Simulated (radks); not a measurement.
Results of a calculation; reference values are marked as such.
Valence configurations of Sc (all share [Ar]). Level of theory: non-relativistic Kohn-Sham, TPSS, spin-unpolarised, spherical densities, point nucleus; meta-GGA in the generalised Kohn-Sham scheme (a radial shooting solver on a logarithmic mesh with Libxc functionals). Energies are relative to 3d1 4s2; eigenvalues in eV.

valence          E (eV)   e(3d)   e(4p)   e(4s)
3d1 4s2           0.000  -3.239       -  -4.171
3d1.5 4s1.5       0.666  -2.047       -  -3.726
3d0.5 4s2 4p0.5   1.283  -5.424  -2.005  -5.015
3d1 4s1.5 4p0.5   1.365  -3.801  -1.740  -4.489
3d2 4s1           1.628  -1.283       -  -3.410
3d1 4s1 4p1       2.746  -4.339  -2.001  -4.772
4s2 4p1           3.475       -  -2.534  -5.858
3d3               3.966  -0.729       -       -
3d0.5 4s1 4p1.5   4.322  -6.521  -2.495  -5.555
3d1 4p2           5.522  -5.366  -2.473       -

NIST lists [Ar] 3d1 4s2 as the ground configuration; this level of theory agrees among the configurations tried. The energies are those of spherical spin-averaged densities, not of single terms.
